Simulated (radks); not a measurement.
Question: Ionisation of the hafnium ion Hf2+, [Xe] 4f14 5d2, to [Xe] 4f14 5d1 as the strength of local exchange is varied. Calculated with a radial shooting solver on a logarithmic mesh with Libxc functionals: scalar-relativistic Kohn-Sham, Slater X-alpha exchange (alpha = 2/3 is LDA exchange), no correlation, spin-polarised, spherical densities, finite nucleus; open shells are filled with parallel spins first (spin-orbit coupling, left out, can overturn this in heavy ions); Fermi nuclear charge, rms radius 5.347 fm.

| alpha | E(Hf2+) (hartree) | exchange (hartree) | IE (eV) | -e of the level emptied (eV) | <r> of it (bohr) |
|---|---|---|---|---|---|
| 0.667 | -15059.1854 | -290.9669 | 21.458 | 16.568 (5d) | 2.145 |
| 0.691 | -15069.7078 | -301.6659 | 21.791 | 16.874 (5d) | 2.128 |
| 0.756 | -15098.2462 | -330.7215 | 22.712 | 17.724 (5d) | 2.083 |
| 0.76 | -15100.0043 | -332.5133 | 22.769 | 17.777 (5d) | 2.080 |
| 0.804 | -15119.3583 | -352.2523 | 23.408 | 18.369 (5d) | 2.051 |
| 0.85 | -15139.6207 | -372.9450 | 24.089 | 19.003 (5d) | 2.022 |
| x | -15010.6236 | -241.6901 | 19.963 | 15.202 (5d) | 2.228 |

Which alpha was used in the last row?

Answer: alpha = 0.556. NIST Atomic Spectra Database: 22.55 eV (theoretical). The Delta-SCF value meets it near alpha = 0.74. Open shells are spherical and high-spin; term and fine-structure splittings are not resolved. Spin-orbit splitting is averaged out at the scalar-relativistic level.
